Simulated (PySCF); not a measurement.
## Simulated absorption spectrum

Compound: C₃H₉GeNSi.
Atom-mapped SMILES: `[CH3:1][C:2]#[C:3][SiH2:4][NH:5][GeH3:6]` (hydrogens: H7, H8, H9 on C1; H10, H11 on Si4; H12 on N5; H13, H14, H15 on Ge6)

Computed, not measured: PySCF, TDDFT PBE0/def2-SVPD, vertical, gas phase, core orbitals frozen in the response. The structure is a single PBE0-D3(BJ)/def2-SVP conformer in the gas phase; no vibrational or solvent corrections. Relativistic effects, spin–orbit coupling among them, are left out although an element past zinc is present. Torsions of this conformer, `[CH3:1][C:2]#[C:3][SiH2:4][NH:5][GeH3:6]`: C3–Si4–N5–Ge6 79°.

Computed states:

| state | E (eV) | f |
| --- | --- | --- |
| S1 | 5.71 | 0.0060 |
| S2 | 5.72 | 0.023 |
| S3 | 6.03 | 0.0016 |
| S4 | 6.10 | 0.0042 |
| S5 | 6.55 | 0.0080 |
| S6 | 6.71 | 0.012 |
| S7 | 6.87 | 0.017 |
| S8 | 6.93 | 0.0046 |
| S9 | 7.07 | 0.023 |
| S10 | 7.21 | 0.142 |

Broadening: Gaussians 0.3 eV wide at half height, area fixed by f = 4.319×10⁻⁹ ∫ε dν̃. The width is an assumption, not a result. The curve ends short of the highest state used, and states not computed would add to its high-energy end.

**Question.** What does the envelope look like, and where are its maxima?

**Answer.** 
λ (nm), ε (L mol⁻¹ cm⁻¹) and a bar:
```
    187.5       1627 ###################
    189.1       1301 ###############
    190.8        948 ###########
    192.4        641 #######
    194.1        391 ####
    195.8        254 ###
    197.4        231 ###
    199.1        294 ###
    200.7        393 ####
    202.4        492 ######
    204.1        560 ######
    205.7        611 #######
    207.4        715 ########
    209.0        928 ###########
    210.7       1314 ###############
    212.4       1815 #####################
    214.0       2271 ##########################
    215.7       2583 ##############################
    217.4       2606 ##############################
    219.0       2358 ###########################
    220.7       1896 ######################
    222.3       1396 ################
    224.0        910 ##########
    225.7        536 ######
    227.3        298 ###
    229.0        146 ##
    230.6         69 #
    232.3         29 
    234.0         11 
    235.6          4
```

Maxima: 217 nm (5.72 eV), ε about 2600, made up of S1 (20%) and S2 (79%) (ε in L mol⁻¹ cm⁻¹; maxima over ε = 5, shares over 10%). At its high-energy end, 6.61 eV, the curve is still rising (ε about 1600, from S5, S6 and S7).

**Question.** What would ε be at 5.72 eV, the highest of these maxima, with half the width (0.15 eV)?

**Answer.** About 5240 L mol⁻¹ cm⁻¹ against 2630, a factor of about 1.99; a lone state at its own centre would give exactly 2.

**Question.** On this curve, what absorbance would a 10⁻⁵ mol/L sample give at 193 nm over a 1 cm path?

**Answer.** 193 nm is 6.424 eV, where ε is about 540 L mol⁻¹ cm⁻¹, so A = ε c l ≈ 0.0054 (Beer–Lambert, with the gas-phase spectrum and the assumed width).

**Question.** Coming from long wavelengths, where does ε first pass 100 L mol⁻¹ cm⁻¹?

**Answer.** At about 230 nm (5.40 eV), 0.32 eV below S1.

All these states lie below the vertical ionisation energy of 8.93 eV (ΔSCF).
